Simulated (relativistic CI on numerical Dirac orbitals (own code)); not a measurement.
## Mg⁺: what numerical and physical settings do to a radial Dirac CI calculation

Reference input:

```
atom Mg  Z=12  charge=1  electrons=11
nucleus A=24  rms_radius_fm=3.0570
hamiltonian dirac-coulomb  breit=on  qed=on  c_scale=1
orbitals kli  potential=per-configuration
slater_scale 1
correlation none
mixing on
grid step=0.0125 r_max=51.4
scf mixing=0.4 start=green max_iterations=150 tolerance=2e-08 node_fill=0.05
configurations
  [Ne] 3s
end
```

Computed lowest total energy -199.63585 Ha, 11 SCF steps. Runs with settings changed; * marks those that are bad on purpose (the QED terms keep the true α when c is scaled):

| Changed | Outcome | Lowest level | ΔE (Ha) | First excitation (cm⁻¹) | SCF steps | Message |
| --- | --- | --- | --- | --- | --- | --- |
| iteration limit 30, Slater scale 1.2 | converged | 3s ²S1/2 | 0 |  | 11 |  |
| end of the grid at 77.1 bohr | converged | 3s ²S1/2 | 0 |  | 11 |  |
| QED terms off, Slater scale 1.2, node fill of the KLI weights 0.2 | converged | 3s ²S1/2 | -0.02 |  | 12 |  |
| speed of light × 0.2 * | converged | 3s ²S1/2 | -7.66 |  | 12 |  |
| SCF mixing 1.8 * | converged | 3s ²S1/2 | -1.66e-10 |  | 14 |  |

With so few configurations and no correlation, terms lie too far apart (by 10 to 50 % near neutrality), their order can be wrong, and levels of other configurations are missing.
